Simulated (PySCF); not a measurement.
Computed shifts of a molecule C₃H₇BO₂, PySCF with PBE/pcSseg-1, GIAO, gas phase, equivalent atoms averaged, in ppm (number of nuclei): ¹³C: 80.3 (1), 62.8 (1), 18.8 (1). ¹H: 5.26 (2), 4.22 (2), 1.84 (2), 0.57 (1). References: ¹⁷O against H2O (σ = 334.3 ppm); ¹³C against TMS (σ = 182.0 ppm); ¹¹B against BF3 (σ = 83.9 ppm); ¹H against TMS (σ = 31.49 ppm), references at their B3LYP-D3(BJ)/def2-TZVP geometries, non-relativistic. Geometry optimised at B3LYP-D3(BJ)/def2-SVP. The values are those of a single conformer.

**Question.** Which structure fits?
A) CCB1OCO1
B) CB(C=O)CO
C) COB1COC1
D) OCB1CCO1

**Answer.** D, OCB1CCO1
